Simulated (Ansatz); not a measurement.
**Worked example: C3H10OSi + W(CH3)(OH)O2 → C2H8O2Si + W(CH3)2O2**

Gas-phase species: C3H10OSi `CO[SiH](C)C`, singlet; W(CH3)(OH)O2, singlet; C2H8O2Si `CO[SiH](C)O`, singlet; W(CH3)2O2, singlet. The partners trade CH3 for OH: Si–CH3 and W–OH bonds give way to Si–OH and W–CH3.

Shapes, held fixed at every level: PBE0-D4/def2-TZVP. Flexible molecules stand in one conformer, not always the lowest. Programs: Ansatz 0.2.0. Electronic energies: no zero-point or thermal term.

At CCSD(T)/def2-TZVPP; 1 Eh = 2625.50 kJ/mol:

```
     species  energy (Eh)
    C3H10OSi  -484.359110
W(CH3)(OH)O2  -332.850613
    C2H8O2Si  -520.300335
   W(CH3)2O2  -296.903884
```

**Question.** Work out ΔE of the reaction at this level.

**Answer.** 
1. Products less reactants: (-520.300335) + (-296.903884) − [(-484.359110) + (-332.850613)] = 0.005504 Eh = +14.5 kJ/mol.

Other levels give +13.3 (CCSD/def2-TZVPP) to +25.0 kJ/mol (PBE-D4/def2-TZVPP). No measured value is set beside it here. For atoms past krypton def2 sets carry core potentials with scalar relativity. Outer-core shells of W are correlated, in sets that cover them unevenly.
